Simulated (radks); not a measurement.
Q: Cs3.25+, configuration [Kr] 4d10 5s2 5p(up 2.75, down 1) (fractional occupations, a model configuration). Calculated with a radial shooting solver on a logarithmic mesh with Libxc functionals: scalar-relativistic Kohn-Sham, r2SCAN, spin-polarised, spherical densities, finite nucleus; meta-GGA in the generalised Kohn-Sham scheme; Fermi nuclear charge, rms radius 4.8041 fm. Some entries of the table are withheld. Estimate them.

orbital  occ.  eigenvalue (eV)  <1/r> (bohr^-1)
1s up       1        -35892.91            59.39
1s down     1        -35892.76            59.39
2s up       1        -5676.417            13.66
2s down     1        -5676.392            13.66
2p up       3        -5092.375            13.00
2p down     3        -5092.277            13.00
3s up       1        -1213.537            4.933
3s down     1        -1213.463            4.933
3p up       3        -1024.416            4.677
3p down     3        -1024.313            4.676
3d up       5        -747.1780            4.423
3d down     5        -747.0678            4.423
4s up       1        -258.4627            2.012
4s down     1        -258.2252            2.011
4p up       3        -197.6074            1.852
4p down     3        -197.3917            1.852
4d up       5        -108.6981            1.586
4d down     5        -108.3960            1.588
5s up       1         -58.6099           0.7818
5s down     1         -56.4337           0.7857
5p up    2.75              (1)           0.6829
5p down     1              (2)           0.6812

A: 
(1) 5p up eigenvalue (eV): -43.5800
(2) 5p down eigenvalue (eV): -41.4097
